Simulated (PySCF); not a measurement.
A structure optimised at PBE-D3(BJ)/def2-SVP, used in a PySCF frequency run:

```
N
C 1 1.4526
H 2 1.1095 1 111.09
H 2 1.1165 3 107.48 1 122.56
H 2 1.1165 3 107.48 4 114.87
C 1 1.4526 2 113.25 3 180.00
H 6 1.1095 1 111.09 2 180.00
H 6 1.1165 7 107.48 1 -122.56
H 6 1.1165 7 107.48 8 -114.87
Be 1 1.5091 2 123.37 3 0.00
I 10 2.1879 2 152.28 3 0.00
```

Task: Write its SMILES, formula and point group.

Result: C[N](C)[Be][I], C2H6BeIN, C2v

Task: What are its rotational constants (standard atomic weights)?

Result: 9.3307, 0.81502, 0.75684 GHz
